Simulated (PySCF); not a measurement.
Geometry:
```tsv
atom	x (Å)	y (Å)	z (Å)
C1	-2.278	0.700	0.225
C2	-1.233	-0.126	0.363
C3	-1.338	-1.404	1.144
C4	0.096	0.149	-0.273
B5	0.612	-0.770	-1.444
C6	2.172	-0.829	-1.341
C7	2.534	0.235	-0.295
C8	1.329	0.290	0.645
H9	-3.251	0.466	0.665
H10	-2.197	1.632	-0.341
H11	-2.354	-1.562	1.532
H12	-1.070	-2.270	0.514
H13	-0.644	-1.412	2.001
H14	0.016	1.102	-0.852
H15	-0.085	-1.322	-2.265
H16	2.331	-1.844	-0.910
H17	2.761	-0.813	-2.270
H18	2.654	1.212	-0.795
H19	3.479	0.037	0.236
H20	1.300	1.199	1.266
H21	1.368	-0.567	1.341
```

Geometry: PBE0-D3(BJ)/def2-SVP; GIAO absolute shieldings from PySCF, gas phase, non-relativistic, averaged over equivalent atoms.

At PBE0/pcSseg-1 (201 basis functions, 78 s wall time on 1 thread of an Arm Neoverse N1, shared host):
```json
{"atoms": "C2", "σ (ppm)": "27.7"}
{"atoms": "C1", "σ (ppm)": "67.7"}
{"atoms": "C4", "σ (ppm)": "120.4"}
{"atoms": "C6", "σ (ppm)": "148.7"}
{"atoms": "C8", "σ (ppm)": "150.4"}
{"atoms": "C7", "σ (ppm)": "155.7"}
{"atoms": "C3", "σ (ppm)": "158.9"}
{"atoms": "B5", "σ (ppm)": "8.9"}
{"atoms": "H15", "σ (ppm)": "23.60"}
{"atoms": "H9", "σ (ppm)": "26.23"}
{"atoms": "H10", "σ (ppm)": "26.28"}
{"atoms": "H17", "σ (ppm)": "29.18"}
{"atoms": "H19", "σ (ppm)": "29.22"}
{"atoms": "H20", "σ (ppm)": "29.42"}
{"atoms": "H11/H12/H13", "σ (ppm)": "29.58"}
{"atoms": "H21", "σ (ppm)": "29.67"}
{"atoms": "H14", "σ (ppm)": "29.80"}
{"atoms": "H18", "σ (ppm)": "29.86"}
{"atoms": "H16", "σ (ppm)": "30.71"}
```

Question: Predict the values at KT2/pcSseg-1 on the same geometry.

Answer: 
| atoms | σ at KT2/pcSseg-1 | change |
| --- | --- | --- |
| C2 | 36.1 | +8.4 |
| C1 | 75.9 | +8.2 |
| C4 | 117.3 | -3.1 |
| C6 | 146.1 | -2.6 |
| C8 | 148.2 | -2.2 |
| C7 | 153.4 | -2.3 |
| C3 | 157.0 | -1.9 |
| B5 | 13.5 | +4.6 |
| H15 | 23.51 | -0.09 |
| H9 | 26.32 | +0.09 |
| H10 | 26.38 | +0.10 |
| H17 | 28.91 | -0.27 |
| H19 | 29.01 | -0.21 |
| H20 | 29.23 | -0.19 |
| H11/H12/H13 | 29.44 | -0.14 |
| H21 | 29.56 | -0.11 |
| H14 | 29.63 | -0.17 |
| H18 | 29.77 | -0.09 |
| H16 | 30.55 | -0.16 |

The largest change is at C2 (fully substituted alkene carbon). Cost: 201 basis functions, 82 s wall time on 1 thread of an Arm Neoverse N1, shared host. The order of the carbon signals is the same at both levels.

A carbon bonded to boron is broadened by the quadrupolar boron nucleus and is often missing from a measured spectrum.
